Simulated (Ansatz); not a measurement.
C$_{3}$H$_{6}$BrN, SMILES `C=C(N)CBr`. Charge 0, multiplicity 1. Geometry: relaxed with PBE0-D4/def2-TZVP. It is one conformer, not always the lowest.

```xyz
11

C     0.109   -1.076    1.067
C    -0.046   -0.263    0.017
N    -0.084   -0.671   -1.304
C    -0.323    1.182    0.225
Br    1.022    2.319   -0.648
H     0.059   -0.688    2.075
H     0.259   -2.142    0.944
H     0.280   -1.596   -1.472
H     0.290    0.005   -1.954
H    -1.267    1.482   -0.227
H    -0.300    1.447    1.277
```

**Question.** What is the dipole moment at ωB97M-V/def2-TZVPP? (An estimate is asked.)

**Answer.** The calculation gave: 1.08 D, with components (-0.37, -1.00, -0.14) D in this frame, pointing from negative to positive charge.

**Question.** And with PBE, r2SCAN, B3LYP? (Estimate.)

**Answer.** Ansatz gave: PBE 1.18 D, r2SCAN 1.24 D, B3LYP 1.16 D.

**Question.** Give the Mulliken charges with ωB97M-V, PBE, r2SCAN in def2-TZVPP. (An estimate is asked.)

**Answer.** The calculation gave: 
```csv
atom,ωB97M-V,PBE,r2SCAN
C1,-0.26,-0.25,-0.26
C2,0.15,0.11,0.16
N3,-0.26,-0.28,-0.33
C4,-0.23,-0.16,-0.05
Br5,-0.12,-0.15,-0.17
H6,0.08,0.08,0.07
H7,0.08,0.07,0.06
H8,0.12,0.16,0.16
H9,0.13,0.16,0.16
H10,0.17,0.15,0.11
H11,0.14,0.13,0.09
```

B3LYP here is the variant with VWN-RPA as its local correlation; programs differ in this.
